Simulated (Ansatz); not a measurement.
Gas-phase electronic energies from Ansatz, PBE0-D4/def2-TZVP geometries. CCSD(T)/CBS is the MP2 limit (def2-TZVPP, def2-QZVPP) plus CCSD(T) − MP2 in def2-TZVPP, frozen cores. Functionals use def2-TZVPP. For Ge, Se outer-core shells are correlated without core-valence functions, which leaves a few kJ/mol of doubt a bond. Scalar relativity is left out up to krypton. One conformer a species, not always the lowest.

`CBC(C)C` + `[OH][GeH2][SeH]` → `C[O][GeH2][SeH]` + `CBCC`  (substitution at a C–C bond)

Problem. Is it downhill or uphill in electronic energy at CCSD(T)/CBS, and by how much? (Best estimate.)

Solution. Computed: Uphill: ΔE = +49.2 kJ/mol.

Problem. What do these levels give: r2SCAN, SCS-MP2/def2-TZVPP, CCSD/def2-TZVPP, HF/def2-QZVPP, MP2/def2-QZVPP, HF/CBS(def2)? (Estimate.)

Solution. Computed: r2SCAN 44.3, SCS-MP2/def2-TZVPP 47.7, CCSD/def2-TZVPP 46.8, HF/def2-QZVPP 37.4, MP2/def2-QZVPP 53.7, HF/CBS(def2) 37.4 kJ/mol.

Largest T1 diagnostic among the species: 0.011.

In def2-TZVPP, CCSD(T) changes the Hartree–Fock value by +10.1 kJ/mol (the triples alone add +0.6 kJ/mol) and MP2 by +15.3 kJ/mol.
